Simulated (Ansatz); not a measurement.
Total energies of AlCl3H3N, SMILES `[NH3+][Al-]([Cl])([Cl])[Cl]`.

Z-matrix (Å, degrees):
```
N
Al 1 1.997
H 1 1.016 2 110.8
H 1 1.016 2 110.8 3 120.0
H 1 1.016 2 110.8 3 -120.0
Cl 2 2.111 1 101.0 3 -60.0
Cl 2 2.111 1 101.0 3 60.1
Cl 2 2.111 1 101.0 3 -179.9
```

The species carries charge 0 and has multiplicity 1. All single points use the PBE0-D4/def2-TZVP geometry. It is one conformer, not always the lowest. Basis def2-TZVPP, the Gaussian-basis code of Ansatz.

RPA on PBE orbitals: Hartree–Fock energy of these orbitals -1676.91834 Eh, correlation -1.41579 Eh (frozen core).

| functional | energy without D4 (Eh) | D4 term (kJ/mol) |
| --- | --- | --- |
| BLYP | -1679.90006 | -51.6 |
| ωB97X-V | -1679.67754 | – |

(1) Give the same for LDA (SPW92), PBE, revPBE, r2SCAN, B97M-V, PBE0, B3LYP, r2SCANh, r2SCAN0, HSE06 (plane-wave form), BHLYP, CAM-B3LYP, LC-ωPBE, ωB97M-V, B2PLYP, PBE-QIDH. (Estimate.)

B3LYP takes the VWN-RPA correlation (the form of Gaussian; ORCA's B3LYP/G). HSE06 is the plane-wave form, built on full-range PBE exchange. The double hybrids freeze the cores in their second-order part.

## Answers

(1) Computed: 
```
             functional  energy without D4 (Eh)  D4 term (kJ/mol)
            LDA (SPW92)             -1673.95856                 –
                    PBE             -1679.16023             -24.4
                 revPBE             -1679.60083             -60.3
                 r2SCAN             -1679.79475              -5.9
                 B97M-V             -1679.51653                 –
                   PBE0             -1679.30524             -21.1
                  B3LYP             -1680.00271             -39.8
                r2SCANh             -1679.78688              -6.4
                r2SCAN0             -1679.77597              -7.1
HSE06 (plane-wave form)             -1679.27322             -20.0
                  BHLYP             -1679.91077             -34.0
              CAM-B3LYP             -1679.96149             -22.0
                LC-ωPBE             -1679.45017                 –
                ωB97M-V             -1679.83525                 –
                 B2PLYP             -1679.39081                 –
               PBE-QIDH             -1678.96954                 –
```

LC-ωPBE has ω = 0.4 bohr⁻¹.
